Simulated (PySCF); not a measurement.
# Atomic charges by several schemes

Species: C7H11N3.
Atom-mapped SMILES: `[CH3:1][C:2]([CH3:3])([CH3:4])[c:5]1[cH:6][cH:7][n:8][n:9][n:10]1` (hydrogens: H11, H12, H13 on C1; H14, H15, H16 on C3; H17, H18, H19 on C4; H20 on C6; H21 on C7)

Structure used (GFN2-xTB), in Å, numbered top down from 1:
```
atom  x, y, z in Å
C1    -1.335    1.409    0.309
C2    -0.783    0.008    0.015
C3    -1.344   -0.987    1.040
C4    -1.186   -0.422   -1.395
C5     0.713    0.060    0.203
C6     1.664   -0.239   -0.771
C7     2.987   -0.120   -0.369
N8     3.306    0.254    0.862
N9     2.371    0.515    1.713
N10    1.124    0.429    1.420
H11   -1.042    1.721    1.307
H12   -0.948    2.130   -0.409
H13   -2.420    1.403    0.244
H14   -1.051   -0.690    2.043
H15   -2.429   -1.012    0.980
H16   -0.963   -1.989    0.849
H17   -2.271   -0.441   -1.469
H18   -0.816   -1.419   -1.624
H19   -0.810    0.276   -2.141
H20    1.407   -0.543   -1.772
H21    3.817   -0.325   -1.032
```

Density: PBE0/pcSseg-1 (PySCF); schemes: Mulliken, IAO, Hirshfeld and ESP-fitted. Isolated species at its GFN2-xTB geometry, gas phase.

**Question.** Tabulate the Mulliken, IAO, Hirshfeld and ESP-fitted charges.

**Answer.** In e; atoms taken as equivalent share a row and are averaged (×n: the atom named and its like, n in all):

| atom | environment | Mulliken | IAO | Hirshfeld | ESP-fitted |
| --- | --- | --- | --- | --- | --- |
| C1/C3/C4 | methyl carbon | -0.138 | -0.417 | -0.119 | -0.376 |
| C2 | benzylic-type carbon | -0.588 | +0.041 | +0.025 | -0.244 |
| C5 | substituted aromatic carbon | +0.247 | +0.144 | +0.085 | +1.487 |
| C6 | aromatic CH carbon | -0.201 | -0.186 | -0.040 | -1.160 |
| C7 | aromatic CH next to a ring nitrogen | +0.215 | -0.005 | +0.028 | +0.818 |
| N8 | pyridine-type nitrogen | -0.261 | -0.175 | -0.115 | -0.539 |
| N9 | pyridine-type nitrogen | -0.017 | -0.015 | -0.043 | -0.002 |
| N10 | pyridine-type nitrogen | -0.278 | -0.179 | -0.078 | -0.528 |
| H11 (×9) | methyl hydrogen | +0.120 | +0.143 | +0.041 | +0.112 |
| H20 | aromatic hydrogen | +0.105 | +0.167 | +0.062 | +0.317 |
| H21 | aromatic hydrogen | +0.115 | +0.172 | +0.067 | -0.032 |

Mean size of the charges over all atoms: ESP-fitted 0.346 e, IAO 0.173 e, Mulliken 0.167 e, Hirshfeld 0.060 e. Each set sums to the total charge, 0, to within 0.001 e. The ESP scheme is a least-squares fit of atom-centred charges to the potential on four shells outside the van der Waals surface, with the total charge fixed. The IAO scheme projects the occupied orbitals on a minimal set of polarised atomic orbitals and counts the electrons in each atom's part of it.

Some averages cover members that differ in this geometry: C1/C3/C4, ESP-fitted -0.604 to -0.261; H11 (×9), ESP-fitted +0.056 to +0.213; H11 (×9), Mulliken +0.105 to +0.141 e.

Lowest charge. The schemes don't all agree: Mulliken C2 (-0.588); IAO C1/C3/C4 (-0.417); Hirshfeld C1/C3/C4 (-0.119); ESP-fitted C6 (-1.160).

Highest charge. The schemes don't all agree: Mulliken C5 (+0.247); IAO H21 (+0.172); Hirshfeld C5 (+0.085); ESP-fitted C5 (+1.487).

**Question.** How many electrons does the Hirshfeld scheme count on C7?

**Answer.** Z − q = 6 − (+0.028) = 5.972.

**Question.** Sum the charges by element.

**Answer.** 
| element | atoms | Mulliken | IAO | Hirshfeld | ESP-fitted |
| --- | --- | --- | --- | --- | --- |
| C | 7 | -0.740 | -1.257 | -0.258 | -0.226 |
| N | 3 | -0.555 | -0.370 | -0.236 | -1.069 |
| H | 11 | +1.296 | +1.626 | +0.494 | +1.296 |

**Question.** How closely do the schemes follow one another over all atoms?

**Answer.** Correlation coefficient and root-mean-square difference: IAO with Hirshfeld 0.95, 0.142 e; Mulliken with ESP-fitted 0.70, 0.403 e; Hirshfeld with ESP-fitted 0.66, 0.474 e; Mulliken with Hirshfeld 0.63, 0.167 e; Mulliken with IAO 0.59, 0.185 e; IAO with ESP-fitted 0.57, 0.434 e.
